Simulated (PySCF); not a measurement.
Isomers of C5H10OSSi2, one GFN2-xTB conformer each. Single-point energies are computed at PBE0/pcSseg-1 (PySCF, gas phase, no added dispersion term), electronic only.

```csv
SMILES,GFN2-xTB relative energy (kcal/mol)
CO[SiH2][SiH2]c1cccs1,52.5
[SiH3]O[SiH2]Cc1cccs1,0.0
[SiH3]OC[SiH2]c1cccs1,46.5
C[Si@@H](O[SiH3])c1cccs1,7.7
```

Conformers: `[CH3:1][O:2][SiH2:3][SiH2:4][c:5]1[cH:6][cH:7][cH:8][s:9]1` with C1–O2–Si3–Si4 -179°, O2–Si3–Si4–C5 179°, Si3–Si4–C5–C6 -105°; `[SiH3:1][O:2][SiH2:3][CH2:4][c:5]1[cH:6][cH:7][cH:8][s:9]1` with Si1–O2–Si3–C4 -23°, O2–Si3–C4–C5 46°, Si3–C4–C5–C6 76°; `[SiH3:1][O:2][CH2:3][SiH2:4][c:5]1[cH:6][cH:7][cH:8][s:9]1` with Si1–O2–C3–Si4 -70°, O2–C3–Si4–C5 -174°, C3–Si4–C5–C6 -5°; `[CH3:1][Si@@H:2]([O:3][SiH3:4])[c:5]1[cH:6][cH:7][cH:8][s:9]1` with C1–Si2–C5–C6 -116°.

Question: What does PBE0/pcSseg-1 give for the same structures?

Answer: 
| SMILES | PBE0/pcSseg-1 E (Eh) | PBE0/pcSseg-1 (kcal/mol) | GFN2-xTB (kcal/mol) | point group |
| --- | --- | --- | --- | --- |
| C[Si@@H](O[SiH3])c1cccs1 | -1248.25939 | 0.0 | 7.7 | C1 |
| [SiH3]O[SiH2]Cc1cccs1 | -1248.23965 | 12.4 | 0.0 | C1 |
| CO[SiH2][SiH2]c1cccs1 | -1248.18644 | 45.8 | 52.5 | C1 |
| [SiH3]OC[SiH2]c1cccs1 | -1248.17633 | 52.1 | 46.5 | C1 |

GFN2-xTB puts [SiH3]O[SiH2]Cc1cccs1 lowest instead; measured from each level's own lowest isomer, the values differ by up to 12.4 kcal/mol ([SiH3]O[SiH2]Cc1cccs1: 0.0 against 12.4). 

Question: Which frontier levels, dipoles and rotational constants go with these structures?

Answer: 
```csv
SMILES,"HOMO (eV, PBE0/pcSseg-1)",LUMO (eV),dipole (D),"A, B, C (MHz)"
C[Si@@H](O[SiH3])c1cccs1,-6.95,-0.69,0.89,"1700, 615.2, 478.7"
[SiH3]O[SiH2]Cc1cccs1,-6.47,-0.39,0.62,"1421, 772.5, 613.3"
CO[SiH2][SiH2]c1cccs1,-6.82,-0.68,1.21,"2928, 419.1, 402.9"
[SiH3]OC[SiH2]c1cccs1,-7.09,-0.85,1.62,"3365, 382.7, 353.3"
```
